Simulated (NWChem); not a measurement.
System: C₃H₆Cl, doublet; SMILES Cl[C](C)C

Here is an NWChem input.

```
start job
memory heap 200 mb stack 900 mb global 1100 mb
geometry units angstroms noautoz
  C      0.018593     1.066942    -1.307119
  C     -0.153503     0.385867     0.000000
  C      0.018593     1.066942     1.307119
  Cl     0.099193    -1.329864     0.000000
  H      1.086310     1.151200    -1.594935
  H     -0.391810     2.087753    -1.264121
  H     -0.489669     0.518259    -2.114509
  H     -0.489669     0.518259     2.114509
  H      1.086310     1.151200     1.594935
  H     -0.391810     2.087753     1.264121
end
basis spherical
  C library def2-svp
  Cl library def2-svp
  H library def2-svp
end
dft
  odft
  mult 2
  xc b3lyp
  iterations 150
  mulliken
end
task dft energy
```

In the optimisation the excess spin sits in a' (Cs, its own frame). The geometry was optimised at PBE0/def2-SVP, spin-unrestricted. No stability test was run on the SCF state.

Give the results of this calculation. (B3LYP/def2-SVP, spin-unrestricted.) Quantities: energy (Ha); highest occupied level (eV); lowest empty minus highest occupied level, either spin (eV); dipole (D); <S²>.


- energy (Ha): -577.87
- highest occupied level (eV): -5.07
- lowest empty minus highest occupied level, either spin (eV): 3.71
- dipole (D): 1.47
- <S²>: 0.754
